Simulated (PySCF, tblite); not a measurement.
Compound: C₄H₄N₂O₂.
Cartesian coordinates in Å at the GFN2-xTB level; atoms count from 1:
```xyz
12
C4H4N2O2 angstrom
C     -2.0024    0.1085    0.5590
C     -0.8424   -0.8283    0.4282
O     -0.8999   -2.0274    0.5231
C      0.4394   -0.1326    0.1597
N      0.6207    1.1504    0.0349
N      1.9206    1.3471   -0.2014
C      2.4767    0.1782   -0.2113
O      1.6028   -0.8028    0.0094
H     -1.8103    0.8119    1.3659
H     -2.1047    0.6891   -0.3549
H     -2.9111   -0.4534    0.7545
H      3.5117   -0.0414   -0.3725
```

Method used: CAM-B3LYP/def2-SVPD in PySCF (dipole) on a GFN2-xTB geometry, gas phase.

Take the most abundant isotopes and a rigid rotor. The values belong to one conformer with, in the numbering `[CH3:1][C:2](=[O:3])[c:4]1[n:5][n:6][cH:7][o:8]1`, C1–C2–C4–N5 0°.

Question: What are A, B and C (GHz)?

Answer: Ia = 97.96, Ib = 297.35, Ic = 392.22 u·Å²; 505379 MHz·u·Å²/I gives 5159, 1700 and 1289 MHz, that is A = 5.1593, B = 1.6996, C = 1.2885 GHz.

Question: What kind of rotor is it?

Answer: An asymmetric top: κ = (2 × 1700 − 5159 − 1289)/(5159 − 1289) = -0.79.

Question: What does the inertial defect say?

Answer: Not planar: Δ = Ic − Ia − Ib = -3.09 u·Å². For a rigid frame Δ = −2 Σ m c², so Σ m c² = 1.54 u·Å² lies off the ab plane, practically all of it from hydrogen. The atom farthest from that plane is 0.88 Å away.

Question: List the rotational levels J(Ka,Kc) to J = 5 (MHz).

Answer: Above 0(0,0):
J = 1: 1(0,1) 2988, 1(1,1) 6448, 1(1,0) 6859
J = 2: 2(0,2) 8930, 2(1,2) 12013, 2(1,1) 13246, 2(2,1) 23625, 2(2,0) 23660
J = 3: 3(0,3) 17758, 3(1,3) 20340, 3(1,2) 22805, 3(2,2) 32590, 3(2,1) 32760, 3(3,1) 50936, 3(3,0) 50938
J = 4: 4(0,4) 29379, 4(1,4) 31406, 4(1,3) 35504, 4(2,3) 44515, 4(2,2) 45017, 4(3,2) 62953, 4(3,1) 62965, 4(4,1) 88552, 4(4,0) 88552
J = 5: 5(0,5) 43692, 5(1,5) 45186, 5(1,4) 51302, 5(2,4) 59379, 5(2,3) 60507, 5(3,3) 77994, 5(3,2) 78044, 5(4,2) 103569, 5(4,1) 103570, 5(5,1) 136485, 5(5,0) 136485

Question: Which lines would a microwave search look for?

Answer: The dipole components are |μa| = 0.65 D, |μb| = 0.14 D, |μc| = 0.00 D; the mirror of this Cs structure is the ab plane, so μc vanishes by symmetry and there are no c-type lines. The squared components, which scale the intensities, stand as 1.00 : 0.05 (a : b). Some lines, for components of 0.1 D or more:

| type | branch | J(Ka,Kc) | MHz | lower level (cm⁻¹) |
| --- | --- | --- | --- | --- |
| a | Q | 5(2,3) ← 5(2,4) | 1129 | 1.981 |
| a | Q | 3(1,2) ← 3(1,3) | 2465 | 0.678 |
| b | Q | 4(1,3) ← 4(0,4) | 6126 | 0.980 |
| b | Q | 5(1,4) ← 5(0,5) | 7610 | 1.457 |
| a | R | 3(2,2) ← 2(2,1) | 8964 | 0.788 |
| b | R | 2(1,2) ← 1(0,1) | 9025 | 0.100 |
| b | Q | 3(2,1) ← 3(1,2) | 9956 | 0.761 |
| a | R | 4(3,1) ← 3(3,0) | 12027 | 1.699 |
| b | Q | 3(2,2) ← 3(1,3) | 12250 | 0.678 |
| b | R | 5(0,5) ← 4(1,4) | 12286 | 1.048 |
| a | R | 5(4,1) ← 4(4,0) | 15018 | 2.954 |
| b | R | 2(2,0) ← 1(1,1) | 17212 | 0.215 |
| b | Q | 4(3,1) ← 4(2,2) | 17948 | 1.502 |
| b | Q | 3(3,0) ← 3(2,1) | 18178 | 1.093 |
| b | Q | 4(4,1) ← 4(3,2) | 25599 | 2.100 |
| b | R | 4(3,1) ← 3(2,2) | 30376 | 1.087 |
| b | R | 4(4,1) ← 3(3,0) | 37613 | 1.699 |

Question: Estimate the classical rotational partition function at 10 K, 100 K and 500 K.

Answer: Point group Cs, symmetry number σ = 1; q = (√π/σ)·√((kT/h)³/(ABC)), k/h = 20836.6 MHz/K: 1590 at 10 K, 50200 at 100 K, 561000 at 500 K.

Its GFN2-xTB frequencies are all real (lowest 35 cm⁻¹). These are rigid-rotor constants of the computed structure; measured ground-state constants (B0) also hold zero-point vibration. A rigid rotor knows nothing of internal rotation, which can split or shift real lines. Quadrupole hyperfine structure (14N) is left out.
